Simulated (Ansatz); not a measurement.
`O=C[SiH2]Cl` + HBr → `O=C[SiH2]Br` + HCl  (ligand exchange at the Si–Cl bond)

Computed with Ansatz on PBE0-D4/def2-TZVP structures; ΔE is electronic, products minus reactants. CCSD(T)/CBS adds triple-zeta CCSD(T) − MP2 to the extrapolated MP2 energy (def2 sets, frozen cores). This one scheme is used for every species. DFT in def2-TZVPP. B3LYP here is the variant with VWN-RPA as its local correlation; programs differ in this. For Br outer-core shells are correlated without core-valence functions, which leaves a few kJ/mol of doubt a bond. Scalar relativity is left out up to krypton. One conformer a species, not always the lowest.

`O=C[SiH2]Cl`:

Z-matrix (Å, degrees):
```
Si
C 1 1.924
Cl 1 2.052 2 109.2
H 1 1.480 2 108.8 3 -119.4
H 1 1.480 2 108.8 3 119.3
O 2 1.204 1 118.9 3 179.6
H 2 1.115 1 120.6 3 -0.4
```

HBr:

Cartesian coordinates in Å:
```
Br 0.306 -0.630 0.118
H -0.306 0.630 -0.118
```

`O=C[SiH2]Br`:

Z-matrix (Å, degrees):
```
Si
C 1 1.926
Br 1 2.218 2 109.2
H 1 1.480 2 108.8 3 119.4
H 1 1.480 2 108.8 3 -119.3
O 2 1.203 1 118.8 3 -179.0
H 2 1.114 1 120.6 3 1.1
```

HCl:

Cartesian coordinates in Å:
```
Cl 0.285 -0.230 0.524
H -0.285 0.230 -0.524
```

| level | ΔE (kcal/mol) | difference from CCSD(T)/CBS |
| --- | --- | --- |
| B3LYP-D4 | 0.7 | 0.7 |
| r2SCANh-D4 | 0.4 | 0.4 |
| PBE-QIDH | 0.1 | 0.1 |
| PBE0 | 0.2 | 0.2 |
| LC-ωPBE | 0.6 | 0.6 |
| MP2/def2-TZVPP | 0.1 | 0.1 |
| HF/def2-QZVPP | 1.0 | 1.0 |
| SCS-MP2/def2-QZVPP | 0.4 | 0.4 |
| HF/CBS(def2) | 1.0 | 1.0 |
| CCSD/CBS(def2) | 0.1 | 0.1 |
| CCSD(T)/CBS | 0.0 | 0 |

**Question.** What do rigid-rotor, harmonic-oscillator terms from PBE0-D4/def2-TZVP frequencies (298.15 K, 1 bar) make of the CCSD(T)/CBS value? (Estimate.)

**Answer.** Ansatz gave: ΔZPE = +0.2 kcal/mol, ΔH = +0.3 kcal/mol, ΔS = 1 J/(mol·K), ΔG = +0.2 kcal/mol. Modes under 50 cm⁻¹ make the entropy rough.

Largest T1 diagnostic among the species: 0.014.

At CCSD(T), def2-SVP lies +1.1 kcal/mol from the extrapolated value and def2-TZVPP +0.4 kcal/mol. Leaving LDA and LC-ωPBE aside and taking each functional with its dispersion term where it has one, the values, not all of them listed here, spread over 1.3 kcal/mol, from HSE06-D4 to B97M-V.
